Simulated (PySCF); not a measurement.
Cartesian coordinates in Å; atom numbers follow the order of the lines, from 1:
```xyz
17

C     2.0082    0.5593   -0.2393
C     0.8770   -0.4180   -0.5305
C    -0.2482   -0.2861    0.4733
C    -1.2642   -1.3989    0.3857
S    -1.2064    1.2355    0.0422
O    -2.3473    1.2286    0.9583
O    -0.3090    2.3728    0.2621
O    -1.5786    1.0511   -1.3602
H     2.5189    0.2937    0.6869
H     2.7387    0.5669   -1.0484
H     1.5730    1.5502   -0.1294
H     1.2611   -1.4481   -0.5549
H     0.4433   -0.1881   -1.5069
H     0.1144   -0.1405    1.4904
H    -0.8501   -2.3732    0.6612
H    -2.1009   -1.1549    1.0358
H    -1.6368   -1.4381   -0.6361
```

Total charge -1.

Geometry: GFN2-xTB; GIAO shifts from PySCF, gas phase, non-relativistic, averaged over equivalent atoms.

At HF/6-31G (94 basis functions, 13 s wall time on 1 thread of an Intel Xeon, shared host):
```
      atoms  δ (ppm)
         C3     54.6
         C2     22.5
         C4     15.4
         C1     14.5
         O7    132.3
         O6    120.7
         O8     98.4
        H13     2.34
 H9/H10/H11     1.59
        H14     1.29
H15/H16/H17     1.23
        H12     0.87
```

Referencing at the same level of theory: TMS for ¹³C (208.49 ppm), ¹H (33.69 ppm); H2O for ¹⁷O (326.44 ppm).

Predict the values at HSE06/def2-SVP on the same geometry.

Answers


| atoms | δ at HSE06/def2-SVP | change |
| --- | --- | --- |
| C3 | 58.7 | +4.1 |
| C2 | 28.8 | +6.3 |
| C4 | 19.6 | +4.2 |
| C1 | 15.9 | +1.4 |
| O7 | 207.6 | +75.3 |
| O6 | 198.2 | +77.5 |
| O8 | 175.4 | +77.0 |
| H13 | 2.23 | -0.11 |
| H9/H10/H11 | 1.39 | -0.20 |
| H14 | 1.51 | +0.22 |
| H15/H16/H17 | 1.09 | -0.14 |
| H12 | 0.88 | +0.01 |

Chemical shifts δ = σref − σ; ¹³C (195.62 ppm), ¹H (31.80 ppm) against TMS; ¹⁷O (344.35 ppm) vs H2O, all at this level.

The largest change is at O6 (oxygen of an anionic S–O group). Cost: 161 basis functions, 2.3 min wall time on 1 thread of an Intel Xeon, shared host. The order of the carbon signals is the same at both levels.

Experimental scales use liquid or dissolved standards, which lie at an offset from isolated H2O (liquid H2O: subtract about 36 ppm).
